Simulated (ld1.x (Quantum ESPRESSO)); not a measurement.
**tin, TM: configuration errors across variants**

* Element: tin (Sn)
* Generator: ld1.x (Quantum ESPRESSO) 7.5
* Type: norm-conserving Troullier–Martins (Kleinman–Bylander form)
* Functional: PBE
* Relativity: scalar-relativistic
* Frozen core: [Kr]
* Valence charge: 14
* Reference configuration: 4d10 5s1 5p0 (charge +3)
* Partial waves: 5s (bound): rc 1.50 bohr; 5p (bound, empty): rc 1.75 bohr; 4f channel at -0.15 Ry: rc 1.75 bohr; 4d (bound): rc 0.90 bohr
* Local potential: the d channel
* Core correction: Bessel-smoothed model core inside 0.70 bohr

All-electron excitation energies from the reference (eV): (1) 4d10 5s2 5p2 -51.798; (2) 4d10 5s2 5p1 -44.924; (3) 4d10 5s2 5p0 -30.971; (4) 4d10 5s0 5p4 -37.613; (5) 4d10 5s2 5p2.3 -52.648; (6) 4d10 5s0 5p0 41.125; (7) 4d9 5s2 5p2 -19.107.

A true bound ghost makes a file unfit for plane-wave use even where its test errors are small: the radial tests pick states by their node count and pass the ghost by.

Errors AE − PS in meV (a dash: test not solved or not reliable):

| change | (1) | (2) | (3) | (4) | (5) | (6) | (7) | bound ghosts |
| --- | --- | --- | --- | --- | --- | --- | --- | --- |
| base | +17 | +13 | +6.2 | +5.0 | +18 | -16 | -252 | s, p |
| wave 4d (bound): rc 0.90 bohr becomes 4d (bound): rc 0.60 bohr | +143 | +62 | -2.6 | +198 | +163 | -15 | -206 | s |
| wave 4d (bound): rc 0.90 bohr becomes 4d (bound): rc 0.68 bohr | +32 | -2.9 | -18 | +99 | +41 | -16 | -263 | s, p |
| wave 4d (bound): rc 0.90 bohr becomes 4d (bound): rc 0.78 bohr | +63 | +40 | +16 | +28 | +68 | -16 | -223 | s, p |
| wave 4d (bound): rc 0.90 bohr becomes 4d (bound): rc 1.12 bohr | +2.2 | +4.7 | +3.9 | -5.1 | +1.4 | -16 | -259 | s, p |
| wave 4d (bound): rc 0.90 bohr becomes 4d (bound): rc 1.24 bohr | +0.1 | +3.7 | +3.7 | -6.9 | -1.0 | -16 | -259 | s, p |
| wave 4d (bound): rc 0.90 bohr becomes 4d (bound): rc 1.34 bohr | -2.6 | +2.5 | +3.5 | -9.1 | -4.1 | -16 | -259 | s, p |

Question: Give the same row for: wave 4d (bound): rc 0.90 bohr becomes 4d (bound): rc 1.02 bohr.

Answer: +5.1, +6.2, +4.3, -3.0, +4.7, -16, -258; bound ghosts: s, p.
